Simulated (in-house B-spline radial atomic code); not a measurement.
Orbital energies and mean radii along the 21-electron series, configuration 1s2 2s2 2p6 3s2 3p6 3d3/2(3). The effective charge is n√(-2ε), a non-relativistic measure. Computed with a B-spline radial code for spherical atoms: Dirac-Hartree-Fock, jj configuration that fills j = l - 1/2 first, finite nuclei.

```json
{"ion": "Nb20+", "Z": "41", "energy of 3s1/2 (Eh)": "-40.943", "mean radius of 3s1/2 (bohr)": "0.40951", "energy of 1s1/2 (Eh)": "-729.26", "mean radius of 1s1/2 (bohr)": "0.036086", "energy of 3d3/2 (Eh)": "-32.248", "mean radius of 3d3/2 (bohr)": "0.36702", "energy of 2p3/2 (Eh)": "-115.65", "mean radius of 2p3/2 (bohr)": "0.13791", "effective charge of 3s1/2": "27.147"}
{"ion": "Mo21+", "Z": "42", "energy of 3s1/2 (Eh)": "-44.152", "mean radius of 3s1/2 (bohr)": "0.39662", "energy of 1s1/2 (Eh)": "-768.93", "mean radius of 1s1/2 (bohr)": "0.035159", "energy of 3d3/2 (Eh)": "-35.067", "mean radius of 3d3/2 (bohr)": "0.35402", "energy of 2p3/2 (Eh)": "-123.35", "mean radius of 2p3/2 (bohr)": "0.13417", "effective charge of 3s1/2": "28.191"}
{"ion": "Tc22+", "Z": "43", "energy of 3s1/2 (Eh)": "-47.484", "mean radius of 3s1/2 (bohr)": "0.38447", "energy of 1s1/2 (Eh)": "-809.73", "mean radius of 1s1/2 (bohr)": "0.034275", "energy of 3d3/2 (Eh)": "-37.999", "mean radius of 3d3/2 (bohr)": "0.34191", "energy of 2p3/2 (Eh)": "-131.31", "mean radius of 2p3/2 (bohr)": "0.13061", "effective charge of 3s1/2": "29.236"}
{"ion": "Ru23+", "Z": "44", "energy of 3s1/2 (Eh)": "-50.941", "mean radius of 3s1/2 (bohr)": "0.37301", "energy of 1s1/2 (Eh)": "-851.69", "mean radius of 1s1/2 (bohr)": "0.033429", "energy of 3d3/2 (Eh)": "-41.046", "mean radius of 3d3/2 (bohr)": "0.33062", "energy of 2p3/2 (Eh)": "-139.51", "mean radius of 2p3/2 (bohr)": "0.12724", "effective charge of 3s1/2": "30.281"}
{"ion": "Rh24+", "Z": "45", "energy of 3s1/2 (Eh)": "?", "mean radius of 3s1/2 (bohr)": "?", "energy of 1s1/2 (Eh)": "?", "mean radius of 1s1/2 (bohr)": "?", "energy of 3d3/2 (Eh)": "?", "mean radius of 3d3/2 (bohr)": "?", "energy of 2p3/2 (Eh)": "?", "mean radius of 2p3/2 (bohr)": "?", "effective charge of 3s1/2": "?"}
{"ion": "Pd25+", "Z": "46", "energy of 3s1/2 (Eh)": "-58.229", "mean radius of 3s1/2 (bohr)": "0.35193", "energy of 1s1/2 (Eh)": "-939.1", "mean radius of 1s1/2 (bohr)": "0.031846", "energy of 3d3/2 (Eh)": "-47.48", "mean radius of 3d3/2 (bohr)": "0.31014", "energy of 2p3/2 (Eh)": "-156.69", "mean radius of 2p3/2 (bohr)": "0.12098", "effective charge of 3s1/2": "32.375"}
{"ion": "Ag26+", "Z": "47", "energy of 3s1/2 (Eh)": "?", "mean radius of 3s1/2 (bohr)": "?", "energy of 1s1/2 (Eh)": "?", "mean radius of 1s1/2 (bohr)": "?", "energy of 3d3/2 (Eh)": "?", "mean radius of 3d3/2 (bohr)": "?", "energy of 2p3/2 (Eh)": "?", "mean radius of 2p3/2 (bohr)": "?", "effective charge of 3s1/2": "?"}
{"ion": "Cd27+", "Z": "48", "energy of 3s1/2 (Eh)": "-66.022", "mean radius of 3s1/2 (bohr)": "0.33296", "energy of 1s1/2 (Eh)": "-1031.23", "mean radius of 1s1/2 (bohr)": "0.030391", "energy of 3d3/2 (Eh)": "-54.37", "mean radius of 3d3/2 (bohr)": "0.29205", "energy of 2p3/2 (Eh)": "-174.88", "mean radius of 2p3/2 (bohr)": "0.11529", "effective charge of 3s1/2": "34.473"}
{"ion": "In28+", "Z": "49", "energy of 3s1/2 (Eh)": "-70.11", "mean radius of 3s1/2 (bohr)": "0.32418", "energy of 1s1/2 (Eh)": "-1079.08", "mean radius of 1s1/2 (bohr)": "0.029707", "energy of 3d3/2 (Eh)": "-57.987", "mean radius of 3d3/2 (bohr)": "0.28378", "energy of 2p3/2 (Eh)": "-184.36", "mean radius of 2p3/2 (bohr)": "0.11263", "effective charge of 3s1/2": "35.524"}
{"ion": "Sn29+", "Z": "50", "energy of 3s1/2 (Eh)": "-74.327", "mean radius of 3s1/2 (bohr)": "0.31581", "energy of 1s1/2 (Eh)": "-1128.14", "mean radius of 1s1/2 (bohr)": "0.029049", "energy of 3d3/2 (Eh)": "-61.718", "mean radius of 3d3/2 (bohr)": "0.27595", "energy of 2p3/2 (Eh)": "-194.09", "mean radius of 2p3/2 (bohr)": "0.11009", "effective charge of 3s1/2": "36.577"}
{"ion": "Sb30+", "Z": "51", "energy of 3s1/2 (Eh)": "-78.674", "mean radius of 3s1/2 (bohr)": "0.30783", "energy of 1s1/2 (Eh)": "-1178.42", "mean radius of 1s1/2 (bohr)": "0.028415", "energy of 3d3/2 (Eh)": "-65.563", "mean radius of 3d3/2 (bohr)": "0.26855", "energy of 2p3/2 (Eh)": "-204.08", "mean radius of 2p3/2 (bohr)": "0.10766", "effective charge of 3s1/2": "37.632"}
{"ion": "Te31+", "Z": "52", "energy of 3s1/2 (Eh)": "-83.152", "mean radius of 3s1/2 (bohr)": "0.30021", "energy of 1s1/2 (Eh)": "-1229.93", "mean radius of 1s1/2 (bohr)": "0.027805", "energy of 3d3/2 (Eh)": "-69.524", "mean radius of 3d3/2 (bohr)": "0.26152", "energy of 2p3/2 (Eh)": "-214.33", "mean radius of 2p3/2 (bohr)": "0.10533", "effective charge of 3s1/2": "38.688"}
{"ion": "I32+", "Z": "53", "energy of 3s1/2 (Eh)": "?", "mean radius of 3s1/2 (bohr)": "?", "energy of 1s1/2 (Eh)": "?", "mean radius of 1s1/2 (bohr)": "?", "energy of 3d3/2 (Eh)": "?", "mean radius of 3d3/2 (bohr)": "?", "energy of 2p3/2 (Eh)": "?", "mean radius of 2p3/2 (bohr)": "?", "effective charge of 3s1/2": "?"}
{"ion": "Xe33+", "Z": "54", "energy of 3s1/2 (Eh)": "-92.505", "mean radius of 3s1/2 (bohr)": "0.28596", "energy of 1s1/2 (Eh)": "-1336.67", "mean radius of 1s1/2 (bohr)": "0.02665", "energy of 3d3/2 (Eh)": "-77.79", "mean radius of 3d3/2 (bohr)": "0.24851", "energy of 2p3/2 (Eh)": "-235.59", "mean radius of 2p3/2 (bohr)": "0.10095", "effective charge of 3s1/2": "40.806"}
{"ion": "Cs34+", "Z": "55", "energy of 3s1/2 (Eh)": "-97.383", "mean radius of 3s1/2 (bohr)": "0.27928", "energy of 1s1/2 (Eh)": "-1391.93", "mean radius of 1s1/2 (bohr)": "0.026103", "energy of 3d3/2 (Eh)": "-82.096", "mean radius of 3d3/2 (bohr)": "0.24247", "energy of 2p3/2 (Eh)": "-246.6", "mean radius of 2p3/2 (bohr)": "0.098894", "effective charge of 3s1/2": "41.868"}
{"ion": "Ba35+", "Z": "56", "energy of 3s1/2 (Eh)": "-102.4", "mean radius of 3s1/2 (bohr)": "0.27288", "energy of 1s1/2 (Eh)": "-1448.47", "mean radius of 1s1/2 (bohr)": "0.025573", "energy of 3d3/2 (Eh)": "-86.517", "mean radius of 3d3/2 (bohr)": "0.2367", "energy of 2p3/2 (Eh)": "-257.87", "mean radius of 2p3/2 (bohr)": "0.096913", "effective charge of 3s1/2": "42.932"}
```

Q: Fill in the row of Rh24+.

A: energy of 3s1/2 (Eh): -54.522; mean radius of 3s1/2 (bohr): 0.36218; energy of 1s1/2 (Eh): -894.81; mean radius of 1s1/2 (bohr): 0.032621; energy of 3d3/2 (Eh): -44.206; mean radius of 3d3/2 (bohr): 0.32005; energy of 2p3/2 (Eh): -147.97; mean radius of 2p3/2 (bohr): 0.12403; effective charge of 3s1/2: 31.327.

Q: Fill in the row of Ag26+.

A: energy of 3s1/2 (Eh): -62.062; mean radius of 3s1/2 (bohr): 0.3422; energy of 1s1/2 (Eh): -984.57; mean radius of 1s1/2 (bohr): 0.031104; energy of 3d3/2 (Eh): -50.868; mean radius of 3d3/2 (bohr): 0.30082; energy of 2p3/2 (Eh): -165.66; mean radius of 2p3/2 (bohr): 0.11806; effective charge of 3s1/2: 33.423.

Q: Fill in the row of I32+.

A: energy of 3s1/2 (Eh): -87.762; mean radius of 3s1/2 (bohr): 0.29293; energy of 1s1/2 (Eh): -1282.67; mean radius of 1s1/2 (bohr): 0.027217; energy of 3d3/2 (Eh): -73.599; mean radius of 3d3/2 (bohr): 0.25485; energy of 2p3/2 (Eh): -224.83; mean radius of 2p3/2 (bohr): 0.1031; effective charge of 3s1/2: 39.746.

Q: How does the screening of 3s1/2 change?

A: Z less the effective charge goes from 13.85 at Z = 41 to 13.07 at Z = 56.
